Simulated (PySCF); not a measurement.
Property card for `C1[O+]([C@@H](CC1)B(F)F)[BH3-]`

Compound: C4H10B2F2O.
Numbering: `[BH3-:1][O+:2]1[CH2:3][CH2:4][CH2:5][C@H:6]1[B:7]([F:8])[F:9]` (hydrogens: H10, H11, H12 on B1; H13, H14 on C3; H15, H16 on C4; H17, H18 on C5; H19 on C6)

Some functional groups and rings: three-coordinate boron.

**PBE0-D3(BJ)/def2-SVP geometry optimisation, gas phase (PySCF)**

- Point group: C1
- Rotational constants A, B, C: 2.639, 1.191, 1.012 GHz

From B3LYP/def2-SVPD ground state, ΔSCF and vertical TDDFT (core frozen in the response) (PySCF):

- Dipole moment: 5.73 D
- HOMO energy: -8.19 eV
- LUMO energy: -0.28 eV
- HOMO–LUMO gap: 7.91 eV
- Lowest singlet excitation: 6.82 eV (182 nm, f = 0.007)
- Strongest line among the 10 lowest singlet transitions: S2 at 7.28 eV (170 nm, f = 0.088)
- Lowest triplet excitation (Tamm–Dancoff): 6.51 eV
- Static isotropic polarisability: 80.8 au
- Vertical ionisation energy: 10.41 eV
- Electronic spatial extent ⟨r²⟩ about the centre of nuclear charge: 1220 bohr²

From KT2/pcSseg-1 ground state and GIAO shieldings, non-relativistic (PySCF):

* 13C chemical shifts (computed TMS as zero) by class: 88.6 (C6), 71.9 (C3), 30.5 (C4), 28.5 (C5) ppm
* 1H chemical shifts (computed TMS as zero) by class: 3.97 (H13), 3.64 (H19), 3.39 (H10/H11/H12), 3.17 (H14), 2.20 (H15), 2.07 (H18), 2.01 (H16), 1.79 (H17) ppm
* Isotropic shieldings of nuclei other than C and H, by class: 88 (B7), 101 (B1), 261 (O2), 272 (F8/F9) ppm

**delta-SCF UKS SCAN, pcX-2 on the ionised atom, pcseg-1 elsewhere, spin-free X2C (PySCF)**

* Core binding energies: B1s 195.3 (B1), B1s 198.7 (B7), C1s 291.5 (C5), C1s 291.7 (C4), C1s 292.4 (C6), C1s 293.3 (C3), O1s 540.5 (O2), F1s 692.6 (F8/F9) eV

Monoisotopic mass (most abundant isotopes): 134.0886 u.

No computed singlet falls in the visible range (750 to 380 nm, 1.65 to 3.26 eV); S1 lies 3.56 eV above its blue end. S1 lies 1.09 eV below the HOMO–LUMO gap; its leading configuration is HOMO→LUMO, weight 0.88. The largest Löwdin shares of the HOMO are 0.29 on B1, 0.23 on O2, 0.18 on H11 and 0.15 on H10. The rotational constants make it an asymmetric top with κ = (2B − A − C)/(A − C) = -0.78, nearer the prolate limit (−1). The polarisability is 11.97 Å³ as a volume (1 au = 0.148185 Å³), or 1.15 au for each of the 70 electrons. The ΔSCF ionisation energy exceeds −ε(HOMO) by 2.22 eV with B3LYP.

 NMR classes are plain means over equivalent atoms (diastereotopic ones count apart unless rotation or inversion swaps them), as if these changed places fast; in this geometry the members of some classes differ.

For the TDDFT job (B3LYP/def2-SVPD), the run took 5.1 min wall (with the writing of density and orbital grids) on one thread of an Arm Neoverse V1, on a shared host, and the process peaked at 1.2 GiB of memory.

One conformer stands for the species.
